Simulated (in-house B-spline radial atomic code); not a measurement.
Ionisation energies with and without relativity, with size and susceptibility from the Dirac run. Dirac energy differences include first-order Breit, QED and recoil terms. NIST's values go from ground level to ground level; the uncertainty of those that are theory runs from under 0.1 % in few-electron ions to several per cent in heavy many-electron ones. Computed with an all-electron radial atomic-structure program (B-spline basis): non-relativistic Hartree-Fock and Dirac-Hartree-Fock, averages of the configuration (point nuclei without relativity, finite nuclei with it).

Some pairs differ by more than the removed electron.

| ion | configuration | configuration after | ionisation non-relativistic (eV) | ionisation Dirac Breit and QED (eV) | tabulated value (eV) | tabulated kind | radius at density 0.001 (bohr) | diamagnetic susceptibility (10⁻⁶ cm³/mol) |
| --- | --- | --- | --- | --- | --- | --- | --- | --- |
| Ho+ | [Xe] 4f11 6s1 | [Xe] 4f11 | 10.250 | 10.891 | 11.781 | semi-empirical | 4.463 | -43.096 |
| Er+ | [Xe] 4f12 6s1 | [Xe] 4f12 | 10.341 | 11.017 | 11.916 | semi-empirical | 4.44 | -42.318 |
| Tm+ | [Xe] 4f13 6s1 | [Xe] 4f13 | ? | ? | ? | semi-empirical | ? | ? |
| Yb+ | [Xe] 4f14 6s1 | [Xe] 4f14 | 10.518 | 11.269 | 12.17919 | measured | 4.396 | -40.838 |
| Lu+ | [Xe] 4f14 6s2 | [Xe] 4f14 6s1 | ? | ? | ? | semi-empirical | ? | ? |
| Hf+ | [Xe] 4f14 5d1 6s2 | [Xe] 4f14 5d2 | 10.322 | 13.584 | 14.61 | tabulated theory | 4.676 | -46.43 |
| Ta+ | [Xe] 4f14 5d3 6s1 | [Xe] 4f14 5d3 | 12.154 | 13.487 | 16.2 | semi-empirical | 4.414 | -43.076 |
| W+ | [Xe] 4f14 5d4 6s1 | [Xe] 4f14 5d4 | ? | ? | ? | semi-empirical | ? | ? |
| Re+ | [Xe] 4f14 5d5 6s1 | [Xe] 4f14 5d5 | 12.941 | 14.636 | 16.6 | semi-empirical | 4.262 | -42.484 |
| Os+ | [Xe] 4f14 5d6 6s1 | [Xe] 4f14 5d6 | 13.285 | 15.163 | 17 | semi-empirical | 4.186 | -42.023 |
| Ir+ | [Xe] 4f14 5d7 6s1 | [Xe] 4f14 5d7 | 13.605 | 15.668 | 17 | semi-empirical | 4.112 | -41.507 |
| Pt+ | [Xe] 4f14 5d9 | [Xe] 4f14 5d8 | 18.831 | 17.939 | 18.56 | measured | 3.791 | -38.107 |

Problem. Fill in the row of Tm+.

Solution. ionisation non-relativistic (eV): 10.430; ionisation Dirac Breit and QED (eV): 11.143; tabulated value (eV): 12.065; radius at density 0.001 (bohr): 4.418; diamagnetic susceptibility (10⁻⁶ cm³/mol): -41.566.

Problem. Fill in the row of Lu+.

Solution. ionisation non-relativistic (eV): 11.798; ionisation Dirac Breit and QED (eV): 12.597; tabulated value (eV): 14.13; radius at density 0.001 (bohr): 4.743; diamagnetic susceptibility (10⁻⁶ cm³/mol): -46.193.

Problem. Fill in the row of W+.

Solution. ionisation non-relativistic (eV): 12.567; ionisation Dirac Breit and QED (eV): 14.080; tabulated value (eV): 16.37; radius at density 0.001 (bohr): 4.339; diamagnetic susceptibility (10⁻⁶ cm³/mol): -42.854.
